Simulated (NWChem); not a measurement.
System: CH$_{3}$FMg; SMILES [CH3][Mg][F]

Output (shortened):

```
             Northwest Computational Chemistry Package (NWChem) 7.3.0
             --------------------------------------------------------

                             Geometry "geometry" -> ""
                             -------------------------

 Output coordinates in angstroms (scale by  1.889725989 to convert to a.u.)

  No.       Tag          Charge          X              Y              Z
 ---- ---------------- ---------- -------------- -------------- --------------
    1 Mg                  12.0000    -0.07702100     0.28085200     0.00135700
    2 F                    9.0000     0.20070000     2.02470200    -0.00112100
    3 C                    6.0000    -0.40360200    -1.77153700     0.00427600
    4 H                    1.0000     0.06222900    -2.25901500    -0.86858500
    5 H                    1.0000    -1.47941900    -2.01307000    -0.02326200
    6 H                    1.0000     0.01468500    -2.24926000     0.90611400

 Effective nuclear repulsion energy (a.u.)      78.0154566027

                              NWChem Property Module
                              ----------------------

  itol2e modified to match energy
  convergence criterion.

                                 NWChem DFT Module
                                 -----------------

 Summary of "ao basis" -> "ao basis" (spherical)
 ------------------------------------------------------------------------------
       Tag                 Description            Shells   Functions and Types
 ---------------- ------------------------------  ------  ---------------------
 Mg                          6-31g*                  8       18   4s3p1d
 F                           6-31g*                  6       14   3s2p1d
 C                           6-31g*                  6       14   3s2p1d
 H                           6-31g*                  2        2   2s

  itol2e modified to match energy
  convergence criterion.

            General Information
            -------------------
          SCF calculation type: DFT
          Wavefunction type:  closed shell.
          No. of atoms     :     6
          No. of electrons :    30
           Alpha electrons :    15
            Beta electrons :    15
          Charge           :     0
          Spin multiplicity:     1
          Use of symmetry is: off; symmetry adaption is: off
          Maximum number of iterations: 150
          AO basis - number of functions:    52
                     number of shells:    26
          Convergence on energy requested:  1.00D-07
          Convergence on density requested:  1.00D-05
          Convergence on gradient requested:  5.00D-04

              XC Information
              --------------
                         B3LYP Method XC Potential
                     Hartree-Fock (Exact) Exchange  0.200
                        Slater Exchange Functional  0.800 local
                    Becke 1988 Exchange Functional  0.720 non-local
              Lee-Yang-Parr Correlation Functional  0.810
                  VWN I RPA Correlation Functional  0.190 local

             Grid Information
             ----------------
          Grid used for XC integration:  fine
          Radial quadrature: Mura-Knowles
          Angular quadrature: Lebedev.
          Tag              B.-S. Rad. Rad. Pts. Rad. Cut. Ang. Pts.
          ---              ---------- --------- --------- ---------
          Mg                  1.50      123           8.0       770
          F                   0.50       70          11.0       590
          C                   0.70       70           9.0       590
          H                   0.35       60          10.0       590
          Grid pruning is: on
          Number of quadrature shells:   443
          Spatial weights used:  Erf1

      Superposition of Atomic Density Guess
      -------------------------------------

 Sum of atomic energies:        -338.12250308

      Non-variational initial energy
      ------------------------------

 Total energy =    -338.601357
 1-e energy   =    -625.355246
 2-e energy   =     208.738432
 HOMO         =      -0.346817
 LUMO         =      -0.073786

   convergence    iter        energy       DeltaE   RMS-Dens  Diis-err
 ---------------- ----- ----------------- --------- --------- ---------
 d= 0,ls=0.0,diis     1   -339.8102113392 -4.18D+02  2.64D-02  6.85D-01
 d= 0,ls=0.0,diis     2   -339.5418462388  2.68D-01  1.63D-02  3.88D+00
 d= 0,ls=0.0,diis     3   -339.8911696232 -3.49D-01  1.40D-03  4.31D-03
 d= 0,ls=0.0,diis     4   -339.8911727527 -3.13D-06  7.76D-04  4.10D-03
 d= 0,ls=0.0,diis     5   -339.8917414494 -5.69D-04  8.96D-05  5.20D-05
  Resetting Diis
 d= 0,ls=0.0,diis     6   -339.8917488469 -7.40D-06  1.05D-05  5.21D-07
 d= 0,ls=0.0,diis     7   -339.8917489203 -7.34D-08  2.32D-06  9.71D-09

         Total DFT energy =     -339.891748920284
      One electron energy =     -628.612005471948
           Coulomb energy =      244.341473541033
    Exchange-Corr. energy =      -33.636673592021
 Nuclear repulsion energy =       78.015456602651

 Numeric. integr. density =       29.999999752598

                       DFT Final Molecular Orbital Analysis
                       ------------------------------------

 Vector   13  Occ=2.000000D+00  E=-3.238000D-01
              MO Center=  1.9D-01,  2.0D+00, -8.0D-04, r^2= 6.2D-01
   Bfn.  Coefficient  Atom+Function         Bfn.  Coefficient  Atom+Function
  ----- ------------  ---------------      ----- ------------  ---------------
    21      0.507892  2 F  px                23      0.368316  2 F  pz
    25      0.360449  2 F  px                27      0.261393  2 F  pz
    22     -0.080366  2 F  py                 7      0.079188  1 Mg px
    14      0.067002  1 Mg d -2               9      0.057425  1 Mg pz
    26     -0.057037  2 F  py                15      0.049776  1 Mg d -1

 Vector   14  Occ=2.000000D+00  E=-3.238000D-01
              MO Center=  1.9D-01,  2.0D+00, -1.2D-03, r^2= 6.2D-01
   Bfn.  Coefficient  Atom+Function         Bfn.  Coefficient  Atom+Function
  ----- ------------  ---------------      ----- ------------  ---------------
    23      0.514210  2 F  pz                21     -0.363619  2 F  px
    27      0.364934  2 F  pz                25     -0.258059  2 F  px
     9      0.080173  1 Mg pz                15      0.069447  1 Mg d -1
    22      0.058642  2 F  py                 7     -0.056696  1 Mg px
    14     -0.047936  1 Mg d -2              13      0.044199  1 Mg pz

 Vector   15  Occ=2.000000D+00  E=-2.613782D-01
              MO Center= -3.1D-01, -1.2D+00,  3.5D-03, r^2= 2.0D+00
   Bfn.  Coefficient  Atom+Function         Bfn.  Coefficient  Atom+Function
  ----- ------------  ---------------      ----- ------------  ---------------
    36      0.438417  3 C  py                40      0.306904  3 C  py
     6      0.255000  1 Mg s                  8     -0.207222  1 Mg py
    38      0.153796  3 C  s                  2     -0.142636  1 Mg s
    22      0.134418  2 F  py                10      0.128678  1 Mg s
     4      0.123592  1 Mg py                26      0.096838  2 F  py

 Vector   16  Occ=0.000000D+00  E=-3.896464D-02
              MO Center= -1.1D-01,  1.0D-01,  1.3D-03, r^2= 5.4D+00
   Bfn.  Coefficient  Atom+Function         Bfn.  Coefficient  Atom+Function
  ----- ------------  ---------------      ----- ------------  ---------------
    10      1.045426  1 Mg s                 38     -0.448854  3 C  s
    40     -0.195926  3 C  py                36     -0.186649  3 C  py
     2     -0.176881  1 Mg s                 24     -0.159562  2 F  s
    34     -0.123137  3 C  s                 22      0.115194  2 F  py
    18      0.107828  1 Mg d  2              26      0.077546  2 F  py

 Vector   17  Occ=0.000000D+00  E= 2.039526D-03
              MO Center= -5.8D-02,  2.9D-01, -1.2D-02, r^2= 6.7D+00
   Bfn.  Coefficient  Atom+Function         Bfn.  Coefficient  Atom+Function
  ----- ------------  ---------------      ----- ------------  ---------------
    11      0.742777  1 Mg px                13      0.305854  1 Mg pz
     7      0.274204  1 Mg px                50      0.156910  5 H  s
    21     -0.139052  2 F  px                52     -0.129402  6 H  s
    25     -0.125534  2 F  px                 3     -0.117746  1 Mg px
    12     -0.117827  1 Mg py                 9      0.112908  1 Mg pz

 Vector   18  Occ=0.000000D+00  E= 2.043300D-03
              MO Center= -9.2D-02,  2.9D-01,  1.5D-02, r^2= 6.7D+00
   Bfn.  Coefficient  Atom+Function         Bfn.  Coefficient  Atom+Function
  ----- ------------  ---------------      ----- ------------  ---------------
    13      0.752092  1 Mg pz                11     -0.301891  1 Mg px
     9      0.277623  1 Mg pz                48      0.165241  4 H  s
    23     -0.140795  2 F  pz                27     -0.127106  2 F  pz
     5     -0.119215  1 Mg pz                 7     -0.111437  1 Mg px
    52     -0.106407  6 H  s                 37     -0.069123  3 C  pz

     Multipole analysis of the density
     ---------------------------------

     L   x y z        total         alpha         beta         nuclear
     -   - - -        -----         -----         ----         -------
     0   0 0 0     -0.000000    -15.000000    -15.000000     30.000000

     1   1 0 0     -0.113317      2.723194      2.723194     -5.559704
     1   0 1 0     -0.711545     -4.552830     -4.552830      8.394116
     1   0 0 1      0.000891     -0.043130     -0.043130      0.087150

     2   2 0 0    -14.732928    -13.801249    -13.801249     12.869571
     2   1 1 0     -1.390033    -19.429148    -19.429148     37.468263
     2   1 0 1      0.001706      0.036500      0.036500     -0.071295
     2   0 2 0    -24.295688   -138.717305   -138.717305    253.138922
     2   0 1 1      0.011522      0.167201      0.167201     -0.322881
     2   0 0 2    -14.537653    -10.083123    -10.083123      5.628593

          -----------------------------------------
          Chemical Shielding Tensors (GIAO, in ppm)
          -----------------------------------------

                                NWChem CPHF Module
                                ------------------

  scftype          =     RHF
  nclosed          =       15
  nopen            =        0
  variables        =      555
  # of vectors     =        3
  tolerance        = 0.10D-03
  level shift      = 0.00D+00
  max iterations   =       50
  max subspace     =       30

 SCF residual:    1.9881206494998276E-004

Iterative solution of linear equations
  No. of variables      555
  No. of equations        3
  Maximum subspace       30
        Iterations       50
       Convergence  1.0D-04

   iter   nsub   residual    time
   ----  ------  --------  ---------
     1      3    2.73D-01      10.3
     2      6    1.39D-02      11.7
     3      9    5.00D-04      13.1
     4     12    2.37D-05      14.5

      Atom:    1  Mg
        Diamagnetic
    711.8632      0.0164      0.0001
      0.0164    711.9642      0.0001
      0.0001      0.0001    711.8605

        Paramagnetic
   -264.1011     42.0190     -0.0607
     42.0190     -6.8849     -0.3799
     -0.0607     -0.3799   -270.7911

        Total Shielding Tensor
    447.7621     42.0354     -0.0607
     42.0354    705.0793     -0.3798
     -0.0607     -0.3798    441.0694

           isotropic =     531.3036
          anisotropy =     270.7037

          Principal Components and Axis System
                 1           2           3
              711.7727    441.0693    441.0688

      1         0.1572      0.9139      0.3741
      2         0.9876     -0.1461     -0.0582
      3        -0.0014     -0.3786      0.9255

      Atom:    2  F
        Diamagnetic
    461.0061      3.7137     -0.0053
      3.7137    483.7310     -0.0331
     -0.0053     -0.0331    460.4147

        Paramagnetic
   -183.1747     29.3018     -0.0409
     29.3018     -3.8537     -0.2644
     -0.0409     -0.2644   -187.8438

        Total Shielding Tensor
    277.8315     33.0155     -0.0462
     33.0155    479.8773     -0.2974
     -0.0462     -0.2974    272.5708

           isotropic =     343.4265
          anisotropy =     212.5639

          Principal Components and Axis System
                 1           2           3
              485.1358    272.5738    272.5700

      1         0.1573      0.9346     -0.3191
      2         0.9876     -0.1484      0.0522
      3        -0.0014      0.3234      0.9463

      Atom:    3  C
        Diamagnetic
    241.6261      1.8853     -0.0029
      1.8853    253.1776     -0.0165
     -0.0029     -0.0165    241.3268

        Paramagnetic
    -26.0405     -4.3006      0.0080
     -4.3006    -52.3965      0.0349
      0.0080      0.0349    -25.3635

        Total Shielding Tensor
    215.5856     -2.4152      0.0051
     -2.4152    200.7811      0.0185
      0.0051      0.0185    215.9633

           isotropic =     210.7766
          anisotropy =       7.7905

          Principal Components and Axis System
                 1           2           3
              215.9703    215.9626    200.3970

      1         0.9455     -0.2854      0.1570
      2        -0.1500      0.0466      0.9876
      3         0.2891      0.9573     -0.0012

      Atom:    4  H
        Diamagnetic
     24.6095     -2.6202     -4.2983
     -2.6202     29.8904      6.1301
     -4.2983      6.1301     30.8195

        Paramagnetic
      5.9969      0.5312      0.6619
      0.5312      2.4382     -1.8422
      0.6619     -1.8422      4.7919

        Total Shielding Tensor
     30.6064     -2.0890     -3.6364
     -2.0890     32.3286      4.2879
     -3.6364      4.2879     35.6113

           isotropic =      32.8488
          anisotropy =      11.2599

          Principal Components and Axis System
                 1           2           3
               40.3554     29.5161     28.6749

      1        -0.3944      0.3692      0.8415
      2         0.5107      0.8493     -0.1333
      3         0.7639     -0.3772      0.5236
```

Level: B3LYP/6-31G* (spherical d), GIAO. The geometry was optimised at PBE0/def2-SVP. The printed shielding anisotropy is the first printed principal value minus the mean of the other two.

Task: Reconstruct the input file.

Result: This is not unique; one that fits is the input that was run:
```
start job
memory heap 200 mb stack 900 mb global 1100 mb
geometry units angstroms noautosym nocenter noautoz
  Mg    -0.077021     0.280852     0.001357
  F      0.200700     2.024702    -0.001121
  C     -0.403602    -1.771537     0.004276
  H      0.062229    -2.259015    -0.868585
  H     -1.479419    -2.013070    -0.023262
  H      0.014685    -2.249260     0.906114
end
basis spherical
  * library 6-31g*
end
dft
  xc b3lyp
  iterations 150
end
property
  shielding 4 1 2 3 4
end
task dft property
```
